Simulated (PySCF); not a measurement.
# How methods differ on the excitation energy of Tm(2+)

Tm(2+) [Xe] 4f13 (2F) → Tm(2+) [Xe] 4f12 6s1 (high-spin determinant), as a difference of total energies. All numbers are calculated (PySCF 2.14, the spin-free X2C one-electron Hamiltonian (Gaussian nucleus), in cc-pVDZ-X2C). Correlated levels: valence: [Kr] 4d10 frozen; valence and next inner shell: [Ar] 3d10 frozen. The calculations carry no spin-orbit coupling.

```
                                method  excitation energy (eV)
                                   UHF                   0.292
                                   LDA                   4.539
                                   PBE                   4.165
                                  PBE0                   3.452
                         MP2 (valence)                   4.298
                     SCS-MP2 (valence)                   3.781
    MP2 (valence and next inner shell)                   4.620
SCS-MP2 (valence and next inner shell)                   3.995
```

Q: How much does correlation contribute at MP2 (valence and next inner shell)?

A: 4.620 − (0.292) = 4.328 eV, measured against UHF.

A first-order spin-orbit estimate (lowest level to lowest level, LS coupling) adds -0.397 eV.

The basis was made for the ground configuration and has no added diffuse functions, so the excitation energy can come out too high.

The determinant of the upper state mixes LS terms, which raises its energy above the lowest term, most at the Hartree-Fock and MP2 levels.
